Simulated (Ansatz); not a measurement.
The cluster Ag3S⁺ (the lowest singlet isomer of a short search). Total charge 1; singlet. Geometry B3LYP-D4/def2-SVP, basis def2-TZVP, Ansatz.

Cartesian coordinates in Å:
```
Ag -1.1901 -1.3390 1.1257
Ag 1.0402 -0.7619 -1.6775
Ag -0.5359 2.0473 -0.0049
S 0.6859 0.0536 0.5567
```

```csv
run,HOMO (eV),LUMO (eV)
A,-10.49,-7.57
B,-11.19,-7.30
C,-12.81,-3.76
D,-10.85,-8.27
E,-10.49,-7.91
F,-11.29,-6.68
```

In the def2 sets Ag takes a core potential; there is no spin–orbit coupling. B3LYP takes the VWN-RPA correlation. The structure comes from a short search, and lower isomers may exist.

**Question.** The runs used B3LYP, HF, LDA (SPW92), PBE, r2SCAN, r2SCAN0. Estimate which is which.

**Answer.** A r2SCAN (0 % exact exchange); B B3LYP (20 % exact exchange); C HF (100 % exact exchange); D LDA (SPW92) (0 % exact exchange); E PBE (0 % exact exchange); F r2SCAN0 (25 % exact exchange). Exact exchange lowers occupied and raises empty levels; among semilocal functionals meta-GGAs tend to open the gap a little, and such runs are hard to tell apart. The gap grows from 2.57 eV (LDA (SPW92)) to 9.05 eV (HF).
